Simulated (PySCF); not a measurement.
In(H)(vinyl)(OMe) (C3H7InO), SMILES [InH]([O]C)[CH]=C. Geometry optimised at B3LYP-D3(BJ)/def2-SVP. The structure was generated by enumeration; whether it is a known compound was not checked. The def2 effective core potentials stand for the cores of In; spin–orbit coupling is left out. One conformer was computed; it need not be the lowest.

**Question.** Give the equilibrium geometry at B3LYP-D3(BJ)/def2-SVP (PySCF confirms it by a frequency run) as bond lengths and angles. (An estimate is asked for; the answer gives what the named calculation found.)

**Answer.** One answer among several that fit: 
Atoms: In1 H2 C3 C4 H5 H6 H7 O8 C9 H10 H11 H12. Bond lengths (Å): In1–H2 1.719, In1–C3 2.153, In1–O8 2.022, C3–C4 1.341, C3–H5 1.098, C4–H6 1.098, C4–H7 1.094, O8–C9 1.396, C9–H10 1.111, C9–H11 1.107, C9–H12 1.111. Bond angles (°): H2–In1–C3 135.2, H2–In1–O8 109.3, C3–In1–O8 115.5, In1–C3–C4 123.1, In1–C3–H5 118.7, C4–C3–H5 118.2, C3–C4–H6 121.7, C3–C4–H7 122.7, H6–C4–H7 115.5, In1–O8–C9 127.4, O8–C9–H10 113.5, O8–C9–H11 109.7, O8–C9–H12 113.4, H10–C9–H11 106.5, H10–C9–H12 106.7, H11–C9–H12 106.5.
